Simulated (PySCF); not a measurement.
# Basis set benchmark on one molecule

Molecule: `C[Si](C)(C)O`, C$_{3}$H$_{10}$OSi.

Molfile (atoms numbered from 1):
```
C3H10OSi
     RDKit          3D

 15 14  0  0  0  0  0  0  0  0999 V2000
   -0.3020    1.3804   -1.0886 C   0  0  0  0  0  0  0  0  0  0  0  0
   -0.2179    0.0184    0.2022 Si  0  0  0  0  0  4  0  0  0  0  0  0
   -0.6811   -1.6323   -0.5383 C   0  0  0  0  0  0  0  0  0  0  0  0
    1.5063   -0.0446    0.9448 C   0  0  0  0  0  0  0  0  0  0  0  0
   -1.3573    0.2921    1.4052 O   0  0  0  0  0  0  0  0  0  0  0  0
    0.4140    1.1995   -1.9064 H   0  0  0  0  0  0  0  0  0  0  0  0
   -0.0657    2.3656   -0.6545 H   0  0  0  0  0  0  0  0  0  0  0  0
   -1.3105    1.4389   -1.5275 H   0  0  0  0  0  0  0  0  0  0  0  0
   -0.6489   -2.4250    0.2251 H   0  0  0  0  0  0  0  0  0  0  0  0
    0.0110   -1.9104   -1.3488 H   0  0  0  0  0  0  0  0  0  0  0  0
   -1.7002   -1.6033   -0.9538 H   0  0  0  0  0  0  0  0  0  0  0  0
    2.2654   -0.2471    0.1721 H   0  0  0  0  0  0  0  0  0  0  0  0
    1.7751    0.9074    1.4309 H   0  0  0  0  0  0  0  0  0  0  0  0
    1.5738   -0.8406    1.7031 H   0  0  0  0  0  0  0  0  0  0  0  0
   -1.2709    1.1170    1.8904 H   0  0  0  0  0  0  0  0  0  0  0  0
  1  2  1  0
  2  3  1  0
  2  4  1  0
  2  5  1  0
  1  6  1  0
  1  7  1  0
  1  8  1  0
  3  9  1  0
  3 10  1  0
  3 11  1  0
  4 12  1  0
  4 13  1  0
  4 14  1  0
  5 15  1  0
M  END
```

Geometry PBE0-D3(BJ)/def2-SVP throughout; GIAO in PySCF 2.14.0 with density-fitted response routines, gas phase, one conformer, non-relativistic; equivalent atoms averaged; functional PBE0.

Reference values (measured; solution, alcohol/water; C. Corminboeuf, T. Heine, J. Weber, Chem. Phys. Lett. 357 (2002) 1): δ(Si2) = 14.8 ppm vs TMS. Computed shifts are taken against TMS, calculated as an isolated molecule at each level.

Q: How do the basis sets STO-3G, 6-31G, pcSseg-0, 6-31G*, def2-SVP, cc-pVDZ, pcSseg-1, 6-311+G(2d,p), aug-cc-pVDZ, def2-TZVP, IGLO-III, cc-pVTZ, pcSseg-2 perform against the reference? Times are CPU seconds on shared hosts with different chips, so compare them loosely.

A: 
```csv
basis set,functions,Si2,abs. error Si,core-s
STO-3G,39,13.2,1.6,5
6-31G,69,32.2,17.4,9.2
pcSseg-0,69,29.6,14.8,5.2
6-31G*,94,20.8,6.0,12
def2-SVP,124,13.7,1.1,15
cc-pVDZ,124,15.9,1.1,9.9
pcSseg-1,142,21.6,6.8,7.8
"6-311+G(2d,p)",203,21.9,7.1,34
aug-cc-pVDZ,209,24.2,9.4,21
def2-TZVP,221,20.7,5.9,40
IGLO-III,284,19.8,5.0,32
cc-pVTZ,294,22.3,7.5,36
pcSseg-2,327,20.7,5.9,47
```

For 29Si the closest is cc-pVDZ (1.1 ppm, with def2-SVP practically level) and the furthest 6-31G (17.4 ppm). Where a smaller basis beats a larger one, errors probably cancel; the largest sets show where the functional converges. One molecule is a small sample, and vibrational and solvent effects are absent from the calculation.

A small basis that lands close on one nucleus may do so by chance; judge by the trend and by all nuclei.
